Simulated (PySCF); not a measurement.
Gas-phase reaction: S + 3 F2 → SF6

Computed with PySCF and rigid-rotor harmonic-oscillator thermochemistry at 1 bar. Table values come from the NASA 1993 polynomials. † marks an energy on the PBE0/def2-TZVP geometry and frequencies; other levels use their own. CCSD(T) freezes the core. 6-31G* has spherical d functions here. Open shells (unrestricted): S (multiplicity 3); the rest are closed-shell singlets. Spin-orbit splitting is ignored; it lowers the true energy and changes the entropy of S. CCSD(T) isn't extrapolated to the basis-set limit.

HF/6-31G* gives ΔH°(298 K) = -1250.1 kJ.

### Question
What does CCSD(T)/def2-SVP† give, and where does the table lie?

### Answer
CCSD(T)/def2-SVP†: -1236.9 kJ. Table: -1497.5 kJ.
